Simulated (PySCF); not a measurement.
Species: C5H6N2O2.
Numbering: `[CH3:1][n:2]1[n:3][c:4]([OH:5])[cH:6][cH:7][c:8]1=[O:9]` (hydrogens: H10, H11, H12 on C1; H13 on O5; H14 on C6; H15 on C7)

All values: wB97X-D/pcSseg-2 (PySCF, non-relativistic), on one gas-phase PBE0-D3(BJ)/def2-TZVP geometry that isn't relaxed in the solvent. The solvent is an IEF-PCM continuum (van der Waals radii × 1.2). Specific hydrogen bonds and non-electrostatic terms are outside this model.

Gas phase at wB97X-D/pcSseg-2: HOMO -8.32 eV, LUMO -0.07 eV, dipole 3.01 D.

Task: What does the continuum do to the energy, the frontier levels and the dipole at wB97X-D/pcSseg-2 in chloroform?

Result: 
```json
{"solvent": "chloroform", "ε": "4.711", "E(solvent) − E(gas) (kcal/mol)": "-7.33", "polarisation term (kcal/mol)": "-8.18", "distortion of the solute (kcal/mol)": "0.85", "HOMO (eV)": "-8.34", "LUMO (eV)": "0.03", "dipole (D)": "3.84"}
```

The first energy column is the sum of the next two and covers electrostatics alone.

Task: Which radius a makes the point-dipole formula ΔE = −[(ε − 1)/(2ε + 1)]·μ²/a³ give the value in chloroform, with the gas-phase dipole?

Result: μ = 1.183 au and |ΔE| = 0.01168 Eh give a = 1.85 Å; the farthest nucleus lies 3.18 Å from the centroid of the nuclei, so such a sphere wouldn't even hold the nuclei. The formula assumes a rigid point dipole at the centre of a sphere.

Hardware: Intel Xeon at 2.50 GHz, 2 threads, no GPU, shared host with 64 logical CPUs at a one-minute load of 63. Cost: 3.5 min wall, 6.8 min CPU, 2.8 GiB resident at most. This is the whole shielding run at wB97X-D/pcSseg-2 in chloroform, SCF included.

Shape of the structure used: `[CH3:1][n:2]1[n:3][c:4]([OH:5])[cH:6][cH:7][c:8]1=[O:9]`: H–O5–C4–N3 0°.

wB97X-D is run here without its empirical dispersion term; that term would change no orbital, density or response property at a fixed geometry.
